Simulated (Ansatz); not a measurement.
System: C3H5N (charge 0, singlet). 
Geometry from a B3LYP-D3(BJ)/def2-TZVP (Ansatz, an electronic-structure program) optimisation:
SMILES: [C-]#[N+]CC
```xyz
9

C     -1.5290     0.2840    -0.1251
C     -0.2976    -0.5526    -0.4537
N      0.8749    -0.0301     0.1651
C      1.8162     0.4197     0.6833
H     -1.4021     1.3088    -0.4729
H     -1.7052     0.3036     0.9501
H     -2.4041    -0.1449    -0.6144
H     -0.4263    -1.5820    -0.1143
H     -0.1245    -0.5812    -1.5311
```
Charge 0, spin multiplicity 1.

Basis-set convergence of Hartree-Fock and CCSD correlation energies (hartree) with Ansatz. Correlated levels leave the core frozen unless marked. No spin-orbit coupling. No relativistic terms.

```json
[
 {"basis": "cc-pVDZ", "functions": "-", "E(HF)": "-170.94603", "E(corr, CCSD)": "-0.59302"},
 {"basis": "cc-pVTZ", "functions": "190", "E(HF)": "-170.99349", "E(corr, CCSD)": "-0.70590"},
 {"basis": "cc-pVQZ", "functions": "370", "E(HF)": "-171.00491", "E(corr, CCSD)": "-0.74134"}
]
```

Extrapolating the two largest sets (X = 3 and 4) as X^-3: E(corr) = (64·(-0.74134) - 27·(-0.70590))/37 = -0.7672 Eh, an estimate of the basis-set limit. The largest set recovers 96.6 % of it, the smallest 77.3 %.
